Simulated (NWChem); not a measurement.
System: SiNH$_{2}$F, singlet; SMILES N[Si]F

Here is an NWChem input.

```
start job
memory heap 200 mb stack 900 mb global 1100 mb
geometry units angstroms noautoz
  Si    -0.643424     0.050619     0.000000
  F      0.430996     1.298357     0.000000
  N      0.490696    -1.233999     0.000000
  H      1.500971    -1.113414     0.000000
  H      0.213383    -2.210220     0.000000
end
basis spherical
  * library def2-svp
end
dft
  xc xpbe96 cpbe96
  iterations 150
  vectors input atomic output neutral.movecs
end
task dft energy
charge 1
dft
  odft
  mult 2
  vectors input atomic output cation.movecs
end
task dft energy
```

NWChem printed, in part:

```
             Northwest Computational Chemistry Package (NWChem) 7.3.0
             --------------------------------------------------------

 CS  symmetry detected

                             Geometry "geometry" -> ""
                             -------------------------

 Output coordinates in angstroms (scale by  1.889725989 to convert to a.u.)

  No.       Tag          Charge          X              Y              Z
 ---- ---------------- ---------- -------------- -------------- --------------
    1 Si                  14.0000    -0.64312530     0.05075847     0.00000000
    2 F                    9.0000     0.45750847     1.27543547     0.00000000
    3 N                    7.0000     0.46350250    -1.25761705     0.00000000
    4 H                    1.0000     1.47610711    -1.15847962     0.00000000
    5 H                    1.0000     0.16555341    -2.22773884     0.00000000

 Effective nuclear repulsion energy (a.u.)     100.7822383802

      Symmetry information
      --------------------

 Group name             Cs
 Group number              2
 Group order               2
 No. of unique centers     5

  pbe96 is a nonlocal functional; adding pw91lda local functional.

                                 NWChem DFT Module
                                 -----------------

 Summary of "ao basis" -> "ao basis" (spherical)
 ------------------------------------------------------------------------------
       Tag                 Description            Shells   Functions and Types
 ---------------- ------------------------------  ------  ---------------------
 Si                         def2-svp                 8       18   4s3p1d
 F                          def2-svp                 6       14   3s2p1d
 N                          def2-svp                 6       14   3s2p1d
 H                          def2-svp                 3        5   2s1p

      Symmetry analysis of basis
      --------------------------

        a'         41
        a"         15

            General Information
            -------------------
          SCF calculation type: DFT
          Wavefunction type:  closed shell.
          No. of atoms     :     5
          No. of electrons :    32
           Alpha electrons :    16
            Beta electrons :    16
          Charge           :     0
          Spin multiplicity:     1
          Use of symmetry is: on ; symmetry adaption is: on
          Maximum number of iterations: 150
          AO basis - number of functions:    56
                     number of shells:    26
          Convergence on energy requested:  1.00D-06
          Convergence on density requested:  1.00D-05
          Convergence on gradient requested:  5.00D-04

              XC Information
              --------------
          PerdewBurkeErnzerhof Exchange Functional  1.000
            Perdew 1991 LDA Correlation Functional  1.000 local
           PerdewBurkeErnz. Correlation Functional  1.000 non-local

             Grid Information
             ----------------
          Grid used for XC integration:  medium
          Radial quadrature: Mura-Knowles
          Angular quadrature: Lebedev.
          Tag              B.-S. Rad. Rad. Pts. Rad. Cut. Ang. Pts.
          ---              ---------- --------- --------- ---------
          Si                  1.10       88           8.0       590
          F                   0.50       49          10.0       434
          N                   0.65       49           7.0       434
          H                   0.35       45           9.0       434
          Grid pruning is: on
          Number of quadrature shells:   276
          Spatial weights used:  Erf1

      Superposition of Atomic Density Guess
      -------------------------------------

 Sum of atomic energies:        -443.27379531

      Non-variational initial energy
      ------------------------------

 Total energy =    -443.944230
 1-e energy   =    -814.398330
 2-e energy   =     269.671862
 HOMO         =      -0.277217
 LUMO         =      -0.005822

      Symmetry analysis of molecular orbitals - initial
      -------------------------------------------------

  Numbering of irreducible representations:

     1 a'          2 a"

  Orbital symmetries:

     1 a'          2 a'          3 a'          4 a'          5 a'
     6 a'          7 a"          8 a'          9 a'         10 a'
    11 a'         12 a"         13 a'         14 a'         15 a"
    16 a'         17 a"         18 a'         19 a'         20 a'
    21 a'         22 a'         23 a'         24 a"         25 a'
    26 a'

   convergence    iter        energy       DeltaE   RMS-Dens  Diis-err
 ---------------- ----- ----------------- --------- --------- ---------
 d= 0,ls=0.0,diis     1   -444.7520080283 -5.46D+02  2.65D-02  6.31D-01
 d= 0,ls=0.0,diis     2   -444.5137596500  2.38D-01  1.69D-02  3.18D+00
 d= 0,ls=0.0,diis     3   -444.8230016436 -3.09D-01  3.12D-03  2.52D-02
 d= 0,ls=0.0,diis     4   -444.8209160190  2.09D-03  2.14D-03  3.75D-02
 d= 0,ls=0.0,diis     5   -444.8251775024 -4.26D-03  2.88D-04  5.52D-04
  Resetting Diis
 d= 0,ls=0.0,diis     6   -444.8252483270 -7.08D-05  3.36D-05  4.17D-06
 d= 0,ls=0.0,diis     7   -444.8252487864 -4.59D-07  2.84D-05  4.52D-07
 d= 0,ls=0.0,diis     8   -444.8252486797  1.07D-07  1.47D-05  1.62D-06
 d= 0,ls=0.0,diis     9   -444.8252488545 -1.75D-07  3.72D-06  6.33D-08

         Total DFT energy =     -444.825248854523
      One electron energy =     -816.754560379379
           Coulomb energy =      309.871056076595
    Exchange-Corr. energy =      -38.723982931891
 Nuclear repulsion energy =      100.782238380151

 Numeric. integr. density =       32.000000315341

                  Occupations of the irreducible representations
                  ----------------------------------------------

                     irrep           alpha         beta
                     --------     --------     --------
                     a'               13.0         13.0
                     a"                3.0          3.0

                       DFT Final Molecular Orbital Analysis
                       ------------------------------------

 Vector   14  Occ=2.000000D+00  E=-3.335682D-01  Symmetry=a'
              MO Center=  3.2D-01,  1.0D+00, -2.5D-16, r^2= 1.2D+00
   Bfn.  Coefficient  Atom+Function         Bfn.  Coefficient  Atom+Function
  ----- ------------  ---------------      ----- ------------  ---------------
    23      0.531768  2 F  py                26     -0.363810  2 F  py
    22     -0.317990  2 F  px                25      0.223510  2 F  px
    37      0.135002  3 N  py                 3     -0.120172  1 Si s
    52      0.119062  5 H  s                 35     -0.090500  3 N  s
     8      0.081736  1 Si px                 2     -0.078244  1 Si s

 Vector   15  Occ=2.000000D+00  E=-2.523033D-01  Symmetry=a"
              MO Center=  3.5D-01, -9.9D-01,  9.4D-15, r^2= 1.4D+00
   Bfn.  Coefficient  Atom+Function         Bfn.  Coefficient  Atom+Function
  ----- ------------  ---------------      ----- ------------  ---------------
    38      0.535972  3 N  pz                41     -0.441521  3 N  pz
    24     -0.182226  2 F  pz                13     -0.145905  1 Si pz
    10     -0.136735  1 Si pz                27      0.137135  2 F  pz
     7      0.076870  1 Si pz                15      0.064024  1 Si d -1
    17      0.026051  1 Si d  1

 Vector   16  Occ=2.000000D+00  E=-2.155471D-01  Symmetry=a'
              MO Center= -8.9D-01,  5.7D-02, -3.7D-16, r^2= 2.3D+00
   Bfn.  Coefficient  Atom+Function         Bfn.  Coefficient  Atom+Function
  ----- ------------  ---------------      ----- ------------  ---------------
     4      0.467868  1 Si s                  3      0.463432  1 Si s
     2      0.287285  1 Si s                  8     -0.272466  1 Si px
    22     -0.252524  2 F  px                35     -0.244583  3 N  s
    11     -0.240892  1 Si px                25      0.188130  2 F  px
     5      0.150789  1 Si px                36     -0.147506  3 N  px

 Vector   17  Occ=0.000000D+00  E=-6.352054D-02  Symmetry=a"
              MO Center= -5.7D-01, -3.0D-02, -6.8D-14, r^2= 2.7D+00
   Bfn.  Coefficient  Atom+Function         Bfn.  Coefficient  Atom+Function
  ----- ------------  ---------------      ----- ------------  ---------------
    13      0.713319  1 Si pz                10      0.413100  1 Si pz
    41     -0.307247  3 N  pz                38      0.270603  3 N  pz
     7     -0.209000  1 Si pz                24      0.201065  2 F  pz
    27     -0.180634  2 F  pz                17      0.052077  1 Si d  1

 Vector   18  Occ=0.000000D+00  E= 6.020551D-03  Symmetry=a'
              MO Center= -4.9D-01, -2.7D-01, -3.6D-16, r^2= 4.1D+00
   Bfn.  Coefficient  Atom+Function         Bfn.  Coefficient  Atom+Function
  ----- ------------  ---------------      ----- ------------  ---------------
    12      0.882618  1 Si py                35      0.849775  3 N  s
    48     -0.508602  4 H  s                 21     -0.315646  2 F  s
     9      0.270653  1 Si py                53     -0.266355  5 H  s
    22     -0.180847  2 F  px                47     -0.178789  4 H  s
    25      0.167495  2 F  px                 6     -0.146434  1 Si py

 Vector   19  Occ=0.000000D+00  E= 3.440520D-02  Symmetry=a'
              MO Center=  3.1D-01, -1.2D+00, -2.8D-15, r^2= 4.5D+00
   Bfn.  Coefficient  Atom+Function         Bfn.  Coefficient  Atom+Function
  ----- ------------  ---------------      ----- ------------  ---------------
    35      1.147590  3 N  s                 53     -0.972862  5 H  s
    11     -0.565893  1 Si px                48     -0.513254  4 H  s
     4     -0.393418  1 Si s                 21      0.346308  2 F  s
    12     -0.279768  1 Si py                34      0.205246  3 N  s
    40     -0.198886  3 N  py                52     -0.178044  5 H  s

     Multipole analysis of the density
     ---------------------------------

[...]
```

Level: PBE/def2-SVP, vertical spin-unrestricted ions. Low-valent species are run as closed-shell singlets; no triplet was tried in these runs. Coordinates come from a PBE0/def2-SVP optimisation.
